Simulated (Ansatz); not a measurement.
Two isomers of C7H9N: A = `Cc1ccccc1N`, B = `Cc1cncc(C)c1`.

Program: Ansatz. Geometries: PBE0-D4/def2-TZVP. ΔE: electronic, gas phase. CBS: MP2 limit from def2 TZ/QZ plus the TZ coupled-cluster correction, frozen cores. DFT in def2-TZVPP. B3LYP here is the variant with VWN-RPA as its local correlation; programs differ in this. Each species was taken in one conformer, which may not be the lowest.

Q: Which isomer does CCSD(T)/CBS put lower? Give the gap. (Estimate.)

A: The calculation gave: A, by 24.2 kJ/mol.

Q: Give E(B) − E(A) in kJ/mol with LDA (SPW92), PBE0-D4, PBE-D4, B3LYP-D4, MP2/def2-TZVPP, CCSD(T)/def2-TZVPP, CCSD(T)/def2-SVP. (Estimate.)

A: The calculation gave: LDA (SPW92) 39.0, PBE0-D4 27.0, PBE-D4 25.7, B3LYP-D4 23.6, MP2/def2-TZVPP 22.5, CCSD(T)/def2-TZVPP 18.6, CCSD(T)/def2-SVP 6.8. None reverses the order clearly.

Largest T1 diagnostic: 0.011.

Leaving LDA and LC-ωPBE aside and taking each functional with its dispersion term where it has one, the values, not all of them listed here, spread over 9.2 kJ/mol, from ωB97X-V to r2SCAN0-D4. LDA lies +15.3 kJ/mol from PBE without D4. In def2-TZVPP, CCSD(T) changes the Hartree–Fock value by +5.3 kJ/mol (the triples alone add −0.5 kJ/mol) and MP2 by +9.2 kJ/mol.
